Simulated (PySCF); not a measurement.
Symmetry of computed structures. Method: PBE0-D3(BJ)/def2-SVP geometry optimisation, gas phase (PySCF). The symmetry is that of the one conformer found, every atom within 0.08 Å of its image; none is proved a minimum here.

**Question.** Point group, rotor type and polarity of `[CH:1]#[C:2][C:3]#[C:4][C@H:5]([CH3:6])[C:7]([CH3:8])=[O:9]` with C4–C5–C7–C8 -40°?

**Answer.** C1; near-prolate asymmetric top; symmetry number 1; this conformer is chiral (no improper operation); dipole 1.85 D; A, B, C = 3274, 791.2, 667.0 MHz.

**Question.** What symmetry has `[CH2:1]1[CH2:2][C@H:3]2[CH2:4][CH2:5][CH2:6][C@H:7]2[CH2:8]1` with C8–C1–C2–C3 -40°, C1–C2–C3–C4 -91°, C2–C3–C4–C5 140°, C3–C4–C5–C6 -40°?

**Answer.** Cs; asymmetric top; symmetry number 1; 2 operations, which sort the 22 atoms into 14 sets; dipole 0.08 D; heavy atoms equivalent by symmetry: C2/C8, C3/C7, C4/C6.

**Question.** What symmetry has SiH3(NHMe) (`CN[SiH3]`)?

**Answer.** Cs; near-prolate asymmetric top; symmetry number 1; 2 operations, which sort the 10 atoms into 8 sets; dipole 1.30 D, in the ab plane, which is the mirror.

**Question.** SiHF3, `F[SiH](F)F`: symmetry, top, dipole?

**Answer.** C3v; oblate symmetric top; symmetry number 3; 6 operations, which sort the 5 atoms into 3 sets; dipole 1.50 D, along the axis; A, B, C = 6923, 6914, 3979 MHz.

**Question.** `[CH2:1]=[C:2]1[CH:3]=[CH:4][C:5]([C:6]([CH3:7])=[O:8])=[CH:9]1` with C4–C5–C6–C7 0°, H–C7–C6–C5 59° (nearest H): symmetry, top, dipole?

**Answer.** Cs; asymmetric top; symmetry number 1; 2 operations, which sort the 17 atoms into 16 sets; dipole 3.18 D, in the ab plane, which is the mirror; A, B, C = 4043, 1073, 852.7 MHz.
